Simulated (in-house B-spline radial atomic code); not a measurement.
**PBE excitations of Ca**

Method: PBE. Computed with an all-electron radial atomic-structure program (B-spline basis): linear response of the closed shell [Ar] 4s2 with the functional's adiabatic kernel; scalar-relativistic (spin-free one-electron X2C), finite nucleus, no spin-orbit coupling, no double excitations, S, P, D and F terms only; shells from n = 2 respond.

Command:
```bash
python run_td.py task.json out
```
Settings (radii: box in bohr, nucleus in fm):
```
Z                        20
electrons                20
configuration            [Ar] 4s2
hamiltonian              x2c
method                   pbe,pbe
box_radius               75
rms_radius               3.4776
intervals                78
```

Time taken, with all properties: 0.5 s on 1 thread of AMD EPYC 9R45 96-Core Processor (Zen 5), with other jobs on the host.

The lowest states, in the order of their Tamm-Dancoff energies; the method's threshold (minus the highest occupied level) is 3.766 eV. Labels give the largest channel, * marks a mixed state, and oscillator strengths are full-response dipole values. Measured ¹D terms are left out, since they can mix with doubly excited terms. Semilocal kernels can invert the small singlet-triplet splittings of Rydberg terms. Energies in eV:

```
     state  full response  Tamm-Dancoff  oscillator strength  measured (J-weighted term)
4s → 3d 3D              ?             ?                    -                           ?
4s → 4p 3P          1.550         1.708                    -                       1.892
4s → 3d 1D          1.858         1.861                    -                           -
4s → 4p 1P              ?             ?                    ?                           ?
4s → 5s 3S          3.552         3.555                    -                       3.910
```

Problem. Where does 4s → 3d 3D lie?

Solution. At 1.188 eV in full response, 1.323 eV in Tamm-Dancoff; measured 2.524 eV.

Problem. Where does 4s → 4p 1P lie?

Solution. At 2.999 eV in full response, 3.148 eV in Tamm-Dancoff, oscillator strength 1.79; measured 2.933 eV.

Problem. How large is the singlet-triplet splitting of 4s → 3d (D terms) in Tamm-Dancoff?

Solution. 0.539 eV, from the unrounded values.

Problem. What polarisabilities and dispersion coefficient does the method give?

Solution. Dipole 157.4 bohr³, quadrupole 3527 bohr⁵, C6 2170 hartree·bohr⁶ for two such species. Recommended dipole value: 160.8 ± 4 bohr³ (Schwerdtfeger and Nagle, table of static dipole polarizabilities (2023 update)), which includes relativity and correlation.
